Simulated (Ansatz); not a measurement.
C4H8O4Ti (`[CH3][Ti-]1([OH])([OH])[O]C=CC=[O+]1`), relaxed with RKS PBE-D4/def2-SVP in the Gaussian-basis code of Ansatz from a rough embedded geometry. The force threshold is 0.03 eV/Å; the program also tests the step.

Total charge 0; spin multiplicity 1.

Start:

```xyz
17

C    -0.988    0.196    2.446
Ti   -0.084    0.707    0.547
O     1.183    2.100    1.301
O    -2.385    1.176   -0.118
O     0.500   -1.632    0.267
C     0.936   -1.937   -0.982
C     1.066   -1.167   -2.029
C     0.808    0.226   -2.163
O     0.423    1.046   -1.402
H    -0.170    0.175    3.203
H    -1.758    0.825    2.772
H    -1.403   -0.881    2.515
H     0.886    2.963    1.572
H    -2.670    0.276   -0.629
H     1.194   -2.988   -1.149
H     1.460   -1.710   -2.955
H     1.002    0.625   -3.198
```

```csv
step,energy (eV),largest force (eV/Å),largest move (Å)
1,-35549.7920,6.137,0.000
2,-35552.1575,2.957,0.195
3,-35553.5773,1.687,0.195
4,-35554.1265,0.916,0.193
5,-35554.2846,1.019,0.194
6,-35554.3669,0.348,0.200
7,-35554.4091,0.257,0.200
8,-35554.4215,0.510,0.197
9,-35554.4368,0.218,0.051
10,-35554.4730,0.303,0.200
11,-35554.5077,0.281,0.195
12,-35554.5366,0.450,0.196
13,-35554.5615,0.462,0.195
14,-35554.5844,0.528,0.195
15,-35554.6142,0.489,0.200
16 (rejected),-35554.5963,1.228,0.200
17,-35554.6341,0.075,0.096
18,-35554.6408,0.083,0.100
19,-35554.6443,0.608,0.149
20,-35554.6520,0.321,0.066
21,-35554.6570,0.143,0.151
22,-35554.6598,0.159,0.107
23,-35554.6626,0.139,0.041
24 (rejected),-35554.6617,0.154,0.088
25,-35554.6647,0.046,0.042
26,-35554.6653,0.017,0.038
```

End:

```xyz
17

C    -1.154   -0.372    2.036
Ti   -0.209    0.833    0.612
O     0.955    1.921    1.446
O    -1.606    1.926    0.287
O     1.125   -0.694    0.384
C     1.542   -1.407   -0.584
C     1.117   -1.274   -1.917
C     0.185   -0.280   -2.261
O    -0.368    0.541   -1.454
H    -0.418   -0.959    2.618
H    -1.767    0.263    2.707
H    -1.826   -1.061    1.477
H     0.742    2.861    1.589
H    -2.054    1.992   -0.575
H     2.307   -2.180   -0.337
H     1.533   -1.928   -2.695
H    -0.106   -0.181   -3.334
```

Run time 88 s (4 threads of an AMD EPYC 7R13 on a shared host and a share of an NVIDIA H100 80 GB); peak host memory 0.84 GiB.
